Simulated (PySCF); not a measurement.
C2H10GeSSi.
SMILES with atom numbers: `[CH3:1][S:2][SiH2:3][CH2:4][GeH3:5]` (hydrogens: H6, H7, H8 on C1; H9, H10 on Si3; H11, H12 on C4; H13, H14, H15 on Ge5)

All values: CAM-B3LYP/def2-SVPD (PySCF, non-relativistic), on one gas-phase PBE0-D3(BJ)/def2-SVP geometry that isn't relaxed in the solvent. The solvent is an IEF-PCM continuum (cavity from Bondi-type radii × 1.2), and excitations are vertical TDDFT with non-equilibrium linear response and a frozen core. Specific hydrogen bonds and non-electrostatic terms are outside this model. Spin–orbit coupling is left out although an atom past zinc is present.

Gas-phase singlets (H = HOMO, L = LUMO):

```csv
state,E (eV),λ (nm),f,leading configuration
S1,5.500,225,0.002,H→L 64%
S2,6.215,199,0.020,H→L+2 77%
S3,6.684,185,0.001,H→L+1 35%
S4,7.077,175,0.001,H→L+4 36%
S5,7.205,172,0.014,H→L+4 44%
```

Problem. How does the list change in acetonitrile (ε = 35.69)?

Solution. 
```
state  E (eV)  λ (nm)      f  leading configuration  change by rank (eV)
   S1   5.640     220  0.004                H→L 66%               +0.140
   S2   6.287     197  0.033              H→L+1 79%               +0.072
   S3   6.826     182  0.001              H→L+3 42%               +0.142
   S4   7.225     172  0.006              H→L+4 75%               +0.148
   S5   7.395     168  0.010              H-1→L 52%               +0.190
```

Problem. The ground-state energy changes by -0.125 eV from gas to acetonitrile. By how much does the total energy of gas-phase S2 change?

Solution. E(S2) = E(S0) + excitation energy, so it changes by -0.125 + 0.072 = -0.053 eV: it is lowered less than the ground state, which is what a blue shift means. This is the vertical state, with the slow part of the continuum still set for S0.

Problem. How do the frontier levels move from gas to acetonitrile?

Solution. 
```tsv
orbital	gas (eV)	solvent (eV)	change (eV)	Löwdin shares, gas	Löwdin shares, solvent
LUMO+2	1.12	1.20	+0.08	Si3 24 %, S2 23 %, Ge5 12 %, C4 7 %	Ge5 29 %, S2 20 %, Si3 11 %, C1 7 %
LUMO+1	1.06	1.17	+0.11	Ge5 32 %, S2 17 %, H14 8 %, H15 7 %	S2 29 %, Si3 15 %, Ge5 14 %, C4 8 %
LUMO	0.69	0.82	+0.13	S2 23 %, Ge5 22 %, Si3 13 %, C4 5 %	S2 26 %, Ge5 21 %, Si3 14 %, H10 6 %
HOMO	-8.14	-8.22	-0.08	S2 70 %, C1 10 %, Si3 10 %	S2 69 %, C1 10 %, Si3 10 %
HOMO-1	-9.68	-9.63	+0.05	S2 44 %, Si3 15 %, C4 11 %, C1 8 %	S2 35 %, C4 17 %, Si3 14 %, Ge5 11 %
HOMO-2	-10.22	-10.11	+0.11	C4 24 %, S2 18 %, Si3 15 %, Ge5 12 %	S2 23 %, C4 20 %, Si3 16 %, Ge5 9 %
HOMO-3	-10.63	-10.47	+0.16	Ge5 30 %, C4 23 %, H13 12 %, H15 10 %	Ge5 29 %, C4 23 %, H13 11 %, H15 9 %
```

The HOMO–LUMO gap goes from 8.83 to 9.04 eV. Rows go by rank; for HOMO-1, LUMO+1 and LUMO+2 the atom shares or the degeneracy differ between the runs, so the row needn't follow one orbital.

Shape of the structure used: `[CH3:1][S:2][SiH2:3][CH2:4][GeH3:5]`: C1–S2–Si3–C4 -178°, S2–Si3–C4–Ge5 -177°.
